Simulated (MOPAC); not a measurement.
MOPAC input (AM1):

```
AM1 PRECISE GNORM=0.05 LET XYZ UHF MS=0.5 GEO-OK AUX(PRECISION=9) THREADS=1
C2H8ClSi2

C    -1.85811400 1    1.48131200 1    0.15701600 1
Si   -0.77277800 1    0.36046800 1    1.12291400 1
C    -1.44249800 1   -1.39205900 1    1.20238600 1
Si    1.32218000 1    0.29307300 1    0.04822700 1
Cl    1.02947500 1   -0.59629100 1   -1.81697600 1
H    -2.40069100 1    1.14453400 1   -0.71948300 1
H    -1.92698500 1    2.54547900 1    0.35103400 1
H    -0.55290100 1    0.91590800 1    2.48501400 1
H    -1.54643000 1   -1.80254800 1    0.19642800 1
H    -0.76917100 1   -2.04195300 1    1.76402900 1
H    -2.42103100 1   -1.41253500 1    1.68503100 1
H     1.90244100 1    1.63454600 1   -0.19060000 1
H     2.32575200 1   -0.53157600 1    0.76474000 1
```

From the output:

```
                                                       MOPAC v23.2.5 Linux

          FINAL HEAT OF FORMATION =        -24.34087 KCAL/MOL =    -101.84221 KJ/MOL

          COSMO AREA              =        162.02 SQUARE ANGSTROMS
          COSMO VOLUME            =        164.11 CUBIC ANGSTROMS

          GRADIENT NORM           =          0.03793          =       0.01052 PER ATOM
          IONIZATION POTENTIAL    =          9.264134 EV
          ALPHA SOMO LUMO (EV)    =         -9.264 -1.112
          BETA  SOMO LUMO (EV)    =         -9.850 -1.420
          NO. OF ALPHA ELECTRONS  =         16
          NO. OF BETA  ELECTRONS  =         15
          MOLECULAR WEIGHT        =        123.7092         POINT GROUP:  C1

          MOLECULAR DIMENSIONS (Angstroms)

            Atom       Atom       Distance
            H    12    H    11     5.62566
            H     7    H    13     4.89609
           Cl     5    H     8     4.19754

          SCF CALCULATIONS        =         65

   ATOM   CHEMICAL          X               Y               Z
  NUMBER   SYMBOL      (ANGSTROMS)     (ANGSTROMS)     (ANGSTROMS)

     1       C         -1.87637563  *   1.44472709  *   0.24701885  *
     2      Si         -0.87771286  *   0.33382895  *   1.10881275  *
     3       C         -1.54199905  *  -1.34205029  *   1.29241352  *
     4      Si          1.34327222  *   0.27324014  *  -0.05098005  *
     5      Cl          1.25848452  *  -0.57740809  *  -1.92883778  *
     6       H         -2.60653022  *   1.13664630  *  -0.50697626  *
     7       H         -1.81902393  *   2.52968432  *   0.37234997  *
     8       H         -0.44943056  *   0.86985426  *   2.40481858  *
     9       H         -1.77300144  *  -1.81593053  *   0.31030124  *
    10       H         -0.84110301  *  -2.01945209  *   1.83262631  *
    11       H         -2.49250741  *  -1.31999806  *   1.87783039  *
    12       H          1.83967681  *   1.65265656  *  -0.13301667  *
    13       H          2.24379184  *  -0.49462343  *   0.81834479  *

                             CARTESIAN COORDINATES

   1    C       -1.876375627     1.444727090     0.247018847
   2   Si       -0.877712857     0.333828953     1.108812754
   3    C       -1.541999052    -1.342050291     1.292413516
   4   Si        1.343272222     0.273240136    -0.050980045
   5   Cl        1.258484520    -0.577408085    -1.928837778
   6    H       -2.606530222     1.136646298    -0.506976263
   7    H       -1.819023934     2.529684324     0.372349969
   8    H       -0.449430559     0.869854257     2.404818581
   9    H       -1.773001440    -1.815930529     0.310301242
  10    H       -0.841103007    -2.019452089     1.832626309
  11    H       -2.492507407    -1.319998055     1.877830388
  12    H        1.839676809     1.652656556    -0.133016667
  13    H        2.243791841    -0.494623430     0.818344795

           Empirical Formula: C2 H8 Si2 Cl  =    13 atoms

      MOLECULAR POINT GROUP   :   C1

          ALPHA EIGENVALUES
 -36.70287 -29.19111 -28.29733 -16.52877 -15.55558 -14.81558 -14.15264 -14.06176
 -13.79447 -13.70315 -12.81950 -12.44862 -11.78785 -11.29692 -11.02794  -9.26413
  -1.11161  -0.34466   1.15496   1.38144   1.45334   1.62725   2.16767   4.12553
   4.16229   4.25769   4.44083   4.97733

           BETA EIGENVALUES
 -36.69580 -29.09086 -26.68587 -16.37661 -15.51462 -14.64422 -14.14950 -13.92514
 -13.75092 -13.63768 -12.61581 -12.16698 -11.68535 -11.29479  -9.84968  -1.42028
  -0.15201   0.57310   1.26724   1.37358   1.68054   1.73276   2.31737   4.13018
   4.17788   4.57595   4.98009   5.08239

              NET ATOMIC CHARGES AND DIPOLE CONTRIBUTIONS

  ATOM NO.   TYPE          CHARGE      No. of ELECS.   s-Pop       p-Pop
    1          C          -0.527831        4.5278     1.33913     3.18870
    2         Si           0.815985        3.1840     0.82122     2.36280
    3          C          -0.520569        4.5206     1.26068     3.25989
    4         Si           0.404803        3.5952     0.92030     2.67490
    5         Cl          -0.271296        7.2713     1.97921     5.29209
    6          H           0.117515        0.8825     0.88249
    7          H           0.116896        0.8831     0.88310
    8          H          -0.168934        1.1689     1.16893
    9          H           0.097746        0.9023     0.90225
   10          H           0.095976        0.9040     0.90402
   11          H           0.098877        0.9011     0.90112
   12          H          -0.129233        1.1292     1.12923
   13          H          -0.129934        1.1299     1.12993
 DIPOLE           X         Y         Z       TOTAL
 POINT-CHG.    -0.930     0.513     2.328     2.559
 HYBRID        -0.242    -0.075    -0.725     0.768
 SUM           -1.171     0.438     1.603     2.033

          ATOMIC ORBITAL ELECTRON POPULATIONS

     Atom    s        px        py        pz
    1  C   1.33913   1.04323   1.09406   1.05141
    2 Si   0.82122   0.82443   0.72490   0.81347
    3  C   1.26068   1.06892   1.13136   1.05960
    4 Si   0.92030   1.03685   0.86221   0.77585
    5 Cl   1.97921   1.96720   1.86830   1.45659
    6  H   0.88249
    7  H   0.88310
    8  H   1.16893
    9  H   0.90225
   10  H   0.90402
   11  H   0.90112
   12  H   1.12923
   13  H   1.12993

                    (SZ)    =    0.500000
                    (S**2)  =    0.871702

          ATOMIC ORBITAL SPIN POPULATIONS

    Atom   Total    s     px     py     pz
         Atomic
    1  C  1.0834  0.059  0.476  0.065  0.483
    2 Si -0.4351 -0.073 -0.207 -0.042 -0.113
    3  C  0.0368  0.005  0.006  0.022  0.003
    4 Si  0.4494  0.107  0.255  0.028  0.060
    5 Cl  0.0017  0.000  0.016 -0.003 -0.012
    6  H -0.0552 -0.055
    7  H -0.0549 -0.055
    8  H  0.0425  0.043
    9  H -0.0034 -0.003
   10  H -0.0042 -0.004
   11  H -0.0117 -0.012
   12  H -0.0262 -0.026
   13  H -0.0231 -0.023

 **********************
 *                    *
 * JOB ENDED NORMALLY *
 *                    *
 **********************

 == MOPAC DONE ==
```

The geometry given is a B3LYP-D3(BJ)/def2-TZVP minimum.

The determinant is spin-contaminated: <S^2> is 0.87 against 0.75 for a pure state.
